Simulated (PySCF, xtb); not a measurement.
Ge(F)(SH)3 (FGeH₃S₃), SMILES [F][Ge]([SH])([SH])[SH].

GFN2-xTB in xtb at its own geometry gives an orbital gap of 2.97 eV and a dipole moment of 0.74 D.

The structure is a stationary point at B3LYP-D3(BJ)/def2-SVP. The structure was generated by enumeration, and PubChem lists no compound with its InChIKey, so it may never have been made. One conformer was computed; it need not be the lowest.

### Question
What does PBE/def2-TZVP run with PySCF give? (Estimate from the structure and the level; the computed values follow.)

### Answer
gap 4.41 eV (levels -6.77 and -2.36 eV), dipole 0.04 D.
